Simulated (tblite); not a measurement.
C₈H₁₂BN.
Atom-mapped SMILES: `[BH:1]1[CH2:2][CH2:3][CH2:4][C@@H:5]1[n:6]1[cH:7][cH:8][cH:9][cH:10]1` (hydrogens: H11 on B1; H12, H13 on C2; H14, H15 on C3; H16, H17 on C4; H18 on C5; H19 on C7; H20 on C8; H21 on C9; H22 on C10)

Cartesian coordinates in Å at the GFN2-xTB level; atoms count from 1:
```xyz
22
C8H12BN angstrom
B     -1.3761   -0.2659   -1.2048
C     -2.3906    0.5684   -0.3480
C     -1.7597    0.6487    1.0528
C     -0.9869   -0.6604    1.2170
C     -0.3736   -0.9655   -0.1713
N      0.9548   -0.4084   -0.2903
C      1.2495    0.8206   -0.7864
C      2.6003    1.0217   -0.6934
C      3.1456   -0.1369   -0.1084
C      2.1052   -0.9943    0.1280
H     -1.3464   -0.3846   -2.3639
H     -2.6703    1.5507   -0.7294
H     -3.3257    0.0004   -0.2881
H     -1.0640    1.4888    1.0881
H     -2.4984    0.7884    1.8424
H     -0.2206   -0.5933    1.9896
H     -1.6762   -1.4639    1.4828
H     -0.2748   -2.0500   -0.3027
H      0.4755    1.4546   -1.1757
H      3.1388    1.8943   -1.0079
H      4.1800   -0.3166    0.1108
H      2.1032   -1.9775    0.5579
```

Computed values, GFN2-xTB/tblite, gas phase, harmonic and unscaled. Errors from tens to a few hundred cm⁻¹ against measured bands are possible. Modes of hydrogen on boron can be 10 to 20 % off. One conformer, not necessarily the lowest.

Harmonic wavenumbers (cm⁻¹): 43.2, 76.3, 108.8, 206.5, 217.4, 317.0, 384.2, 483.6, 580.4, 584.3, 617.1, 641.2, 681.6, 760.4, 773.4, 786.3, 812.8, 824.5, 834.6, 840.2, 864.2, 877.9, 927.2, 969.0, 982.4, 1017.4, 1080.1, 1081.4, 1091.7, 1099.4, 1109.1, 1124.9, 1139.2, 1179.4, 1202.8, 1222.6, 1260.3, 1275.5, 1310.5, 1320.1, 1326.5, 1417.3, 1427.8, 1444.3, 1476.7, 1487.1, 1500.7, 1548.8, 2689.5, 2911.7, 2929.9, 2974.1, 2987.9, 2993.4, 2998.7, 3002.2, 3140.8, 3147.5, 3157.2, 3168.1.

A = 3164, B = 933.3, C = 868.3 MHz; mass 133.106 u (most abundant isotopes); point group C1, symmetry number 1.

**Question.** Zero-point energy?

**Answer.** Half the sum of the wavenumbers: 40220 cm⁻¹ = 481.13 kJ/mol.

**Question.** Give the ideal-gas entropy at 350 K and 1 bar in the rigid-rotor, harmonic-oscillator model (classical rotation).

**Answer.** Translation 173.19, rotation 124.25, vibration 125.11: S = 422.5 J/(mol K).

**Question.** And Cp and H(350 K) − H(0)?

**Answer.** Cp = 188.44 J/(mol K), of which vibrations give 155.18 (their classical limit is 60 R = 498.9); H(350 K) − H(0) = 35.43 kJ/mol without the zero-point energy, 23.79 from vibrations.

**Question.** Which modes carry the vibrational entropy at 350 K?

**Answer.** 43.2 cm⁻¹: 22.70; 76.3 cm⁻¹: 17.99; 108.8 cm⁻¹: 15.07; 206.5 cm⁻¹: 9.92; 217.4 cm⁻¹: 9.52; 317.0 cm⁻¹: 6.68 J/(mol K); the other 54 give 43.23 together.

**Question.** What must be added to the electronic energy to get the Gibbs energy at 350 K and 1 bar?

**Answer.** ZPE + [H(350 K) − H(0)] − T·S = 481.13 + 35.43 − 147.89 = 368.67 kJ/mol.

**Question.** How do the functions run with temperature in this model?

**Answer.** 
```tsv
T (K)	S (J/(mol K))	Cp (J/(mol K))	H − H(0) (kJ/mol)	G − H(0) (kJ/mol)	ln q(vib)
100	285.7	67.5	5.05	-23.52	1.52
200	343.0	105.4	13.53	-55.07	3.58
300	395.7	159.9	26.72	-92.00	5.73
500	502.8	262.8	69.54	-181.89	10.55
800	649.2	357.7	164.04	-355.29	18.33
1000	733.5	397.1	239.74	-493.72	23.41
```

q(vib) and H(0) count from the zero-point level.

**Question.** Blend soft modes into free rotors: weight 1/[1 + (100 cm⁻¹/ν̃)⁴] for the oscillator and the rest for a rotor with moment μB/(μ + B), μ = h/(8π²ν), B = 10⁻⁴⁴ kg m². What vibrational entropy results?

**Answer.** 114.40 J/(mol K) in place of 125.11, which changes −T·S at 350 K by +3.75 kJ/mol.

Hindered rotation and anharmonicity are outside this model. Other conformers, if any are populated, would add a mixing term that is left out. The structure is chiral; the term R ln 2 for an equal mix with its mirror image is left out.
